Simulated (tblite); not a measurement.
Species: C₅H₇FO.
Numbering: `[CH2:1]=[CH:2][C:3](=[O:4])[CH2:5][CH2:6][F:7]` (hydrogens: H8, H9 on C1; H10 on C2; H11, H12 on C5; H13, H14 on C6)

Computed with GFN2-xTB (tblite), gas phase: Langevin dynamics at 600 K from the optimised GFN2-xTB geometry, time step 0.5 fs, friction 0.01 fs⁻¹, 2000 steps.

Start geometry:
```
atom  x, y, z in Å
C1      2.731    0.110   -0.032
C2      1.497    0.588    0.077
C3      0.339   -0.309    0.280
O4      0.439   -1.512    0.358
C5     -0.990    0.410    0.380
C6     -2.135   -0.564    0.621
F7     -3.327    0.117    0.681
H8      2.903   -0.953    0.026
H9      3.589    0.743   -0.178
H10     1.290    1.647    0.022
H11    -0.941    1.139    1.192
H12    -1.163    0.963   -0.548
H13    -2.217   -1.289   -0.194
H14    -2.016   -1.091    1.572
```

The statistics below take the 31 frames saved every 25 fs from 250 to 1000 fs; their kinetic temperature (all 3N coordinates) averages 544 K.

Task: How do the bond lengths spread?

Result: 
```csv
bond,start (Å),mean (Å),standard deviation (Å),shortest (Å),longest (Å)
C1=C2,1.327,1.330,0.033,1.268,1.403
C2–C3,1.479,1.497,0.047,1.391,1.599
C3=O4,1.209,1.214,0.020,1.174,1.267
C3–C5,1.515,1.534,0.050,1.427,1.616
C5–C6,1.521,1.542,0.048,1.468,1.636
C6–F7,1.374,1.375,0.037,1.314,1.471
C1–H8,1.078,1.086,0.039,0.981,1.160
C1–H9,1.077,1.086,0.029,1.023,1.138
C2–H10,1.080,1.087,0.031,1.033,1.167
C5–H11,1.093,1.101,0.034,1.045,1.160
C5–H12,1.094,1.093,0.048,0.992,1.200
C6–H13,1.094,1.097,0.042,1.004,1.173
C6–H14,1.094,1.105,0.037,1.020,1.187
```

Task: Give the same statistics for bond angles, one of each kind among heavy atoms.

Result: 
```tsv
angle	start (°)	mean (°)	standard deviation (°)	smallest (°)	largest (°)
C1–C2–C3	121.3	120.7	6.7	106.3	132.9
C2–C3–O4	123.2	122.5	5.2	112.7	132.8
C2–C3–C5	114.1	115.9	4.9	106.5	128.2
O4–C3–C5	122.7	120.7	3.5	110.1	128.9
C3–C5–C6	111.5	113.0	7.4	100.4	130.1
C5–C6–F7	110.0	110.4	5.8	99.1	121.5
```

Task: How far does each atom move about its mean position (frames aligned on the start, all atoms weighted alike), and what rms force does it feel?

Result: 
```csv
atom,rms displacement (Å),rms force (eV/Å)
C1,0.19,2.81
C2,0.26,2.84
C3,0.29,2.46
O4,0.64,1.78
C5,0.23,2.79
C6,0.23,2.54
F7,0.54,1.37
H8,0.48,1.45
H9,0.42,1.09
H10,0.58,1.10
H11,0.48,1.19
H12,0.51,1.55
H13,0.53,1.51
H14,0.36,1.36
```

The displacements run from 0.19 to 0.64 Å, the largest at O4.

Task: Follow the torsions C1–C2–C3–O4, C2–C3–C5–C6 and C3–C5–C6–F7 through every second one of these frames.

Result: 
```json
{"t (fs)": "250", "C1–C2–C3–O4 (°)": "6", "C2–C3–C5–C6 (°)": "150", "C3–C5–C6–F7 (°)": "-95"}
{"t (fs)": "300", "C1–C2–C3–O4 (°)": "3", "C2–C3–C5–C6 (°)": "141", "C3–C5–C6–F7 (°)": "-84"}
{"t (fs)": "350", "C1–C2–C3–O4 (°)": "-4", "C2–C3–C5–C6 (°)": "123", "C3–C5–C6–F7 (°)": "-69"}
{"t (fs)": "400", "C1–C2–C3–O4 (°)": "-17", "C2–C3–C5–C6 (°)": "110", "C3–C5–C6–F7 (°)": "-78"}
{"t (fs)": "450", "C1–C2–C3–O4 (°)": "-28", "C2–C3–C5–C6 (°)": "101", "C3–C5–C6–F7 (°)": "-76"}
{"t (fs)": "500", "C1–C2–C3–O4 (°)": "-49", "C2–C3–C5–C6 (°)": "88", "C3–C5–C6–F7 (°)": "-70"}
{"t (fs)": "550", "C1–C2–C3–O4 (°)": "-22", "C2–C3–C5–C6 (°)": "103", "C3–C5–C6–F7 (°)": "-86"}
{"t (fs)": "600", "C1–C2–C3–O4 (°)": "24", "C2–C3–C5–C6 (°)": "109", "C3–C5–C6–F7 (°)": "-74"}
{"t (fs)": "650", "C1–C2–C3–O4 (°)": "4", "C2–C3–C5–C6 (°)": "95", "C3–C5–C6–F7 (°)": "-95"}
{"t (fs)": "700", "C1–C2–C3–O4 (°)": "-34", "C2–C3–C5–C6 (°)": "85", "C3–C5–C6–F7 (°)": "-103"}
{"t (fs)": "750", "C1–C2–C3–O4 (°)": "-49", "C2–C3–C5–C6 (°)": "78", "C3–C5–C6–F7 (°)": "-95"}
{"t (fs)": "800", "C1–C2–C3–O4 (°)": "-15", "C2–C3–C5–C6 (°)": "58", "C3–C5–C6–F7 (°)": "-71"}
{"t (fs)": "850", "C1–C2–C3–O4 (°)": "-19", "C2–C3–C5–C6 (°)": "40", "C3–C5–C6–F7 (°)": "-79"}
{"t (fs)": "900", "C1–C2–C3–O4 (°)": "16", "C2–C3–C5–C6 (°)": "50", "C3–C5–C6–F7 (°)": "-73"}
{"t (fs)": "950", "C1–C2–C3–O4 (°)": "26", "C2–C3–C5–C6 (°)": "33", "C3–C5–C6–F7 (°)": "-68"}
{"t (fs)": "1000", "C1–C2–C3–O4 (°)": "-19", "C2–C3–C5–C6 (°)": "35", "C3–C5–C6–F7 (°)": "-98"}
```

Largest departure from the start value over all these frames: C1–C2–C3–O4 49° (start 0°), C2–C3–C5–C6 148° (start -179°), C3–C5–C6–F7 110° (start -179°).

Task: How widely does the potential energy scatter, against a harmonic estimate?

Result: Mean 0.95 eV above the start, standard deviation 0.238 eV, range 0.61 to 1.52 eV. For 36 classical harmonic modes at 600 K the canonical values are 36kT/2 = 0.93 eV and kT·√(36/2) = 0.219 eV.

The run is classical and short, so these are rough statistics of one trajectory.

The cost below is that of the whole dynamics run. The run took 8.8 s wall on x86-64 server, one thread (shared host).
